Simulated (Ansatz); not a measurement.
The cluster Sn₄Cl₄. The state is a singlet with charge 0. Geometry PBE0-D4/def2-SVP; atoms count from 1.

```tsv
atom	x (Å)	y (Å)	z (Å)
Sn1	-1.746	1.743	0.359
Sn2	2.144	-0.002	-1.675
Sn3	-0.115	-1.341	-0.323
Sn4	-1.954	-0.925	1.728
Cl5	3.167	0.177	0.509
Cl6	-0.386	1.124	2.473
Cl7	-1.464	-2.691	-1.794
Cl8	0.354	1.914	-1.277
```

In the def2 sets Sn takes a core potential; there is no spin–orbit coupling. Another isomer (singlet) lies 0.48 eV lower at PBE0-D4/def2-TZVP; other spin states weren't run for this one.

Estimate the Mulliken populations from the PBE0/def2-TZVP orbitals of Ansatz.


```tsv
atom	charge (e)
Sn1	0.40
Sn2	0.48
Sn3	0.40
Sn4	0.14
Cl5	-0.40
Cl6	-0.30
Cl7	-0.39
Cl8	-0.34
```
Mulliken values and Mayer orders depend strongly on the basis.

And the Mayer bond orders between bonded heavy atoms (over 0.3)?

Sn1–Sn4 0.74 (3.01 Å); Sn1–Cl6 0.61 (2.59 Å); Sn1–Cl8 0.52 (2.67 Å); Sn2–Sn3 0.66 (2.95 Å); Sn2–Cl5 0.92 (2.42 Å); Sn2–Cl8 0.50 (2.65 Å); Sn3–Sn4 0.99 (2.79 Å); Sn3–Cl7 0.91 (2.41 Å); Sn4–Cl6 0.52 (2.69 Å). Values over 0.3 also appear between atoms too far apart for a bond (Sn1–Sn3 0.34 at 3.55 Å); they arise where an orbital or an unpaired electron spreads over both atoms.
